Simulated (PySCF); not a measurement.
## Yb(BH4)2 at several levels of theory

Computed with PySCF 2.14.0 (density fitting, no spin-orbit coupling) at the geometry relaxed with PBE0:

```xyz
11
Yb(BH4)2 (singlet in the valence; each metal's 4f electrons, 14 of them, lie in its core potential, out of spins and levels)
Yb    0.0000   -0.0001    0.7895
B     2.5230    0.0000    0.7949
H     3.7323   -0.0007    0.7980
H     2.0556   -0.5939    1.7975
H     2.0597   -0.5724   -0.2214
H     2.0584    1.1659    0.8061
B    -2.5230    0.0001    0.7949
H    -3.7323    0.0008    0.7981
H    -2.0555    0.5938    1.7974
H    -2.0597    0.5724   -0.2214
H    -2.0585   -1.1659    0.8061
```

```tsv
level	basis	state	HOMO (eV)	gap (eV)	charge on Yb1 (e)	population of f-type functions on Yb1 (polarisation alone where 4f lies in the core)	dipole about the centre of mass (D)	largest force component (eV/Å)
PBE0	Yb lcecp-0-SVP with ECP60, B def2-SVP, H def2-SVP	singlet	–	–	0.63	0.01	0.03	0.01
B3LYP	the same	singlet	–	–	0.52	0.01	0.03	0.18
BLYP	the same	singlet	–	–	0.36	0.01	0.03	0.21
```

In the lcecp rows the 4f levels are missing from HOMO and gap, and the state counts the valence alone.

Charges are Mulliken's, which hang on the basis. The relaxation used the grid (50, 194), these runs (75, 302) or, all-electron (x2c bases, spin-free X2C Hamiltonian), (99, 590).

What does PBE0 with Yb lcecp-0-TZVP with ECP60, B def2-TZVP, H def2-TZVP give here?

state singlet, charge on Yb1 (e) 0.95, population of f-type functions on Yb1 (polarisation alone where 4f lies in the core) 0.01, dipole about the centre of mass (D) 0.03, largest force component (eV/Å) 0.29. Time: 11 s on 2 threads of Arm Neoverse V1, on a shared host, from free ions and atoms.

An lcecp potential fixes the number of 4f electrons, so in runs with it no electron can move into or out of that shell.
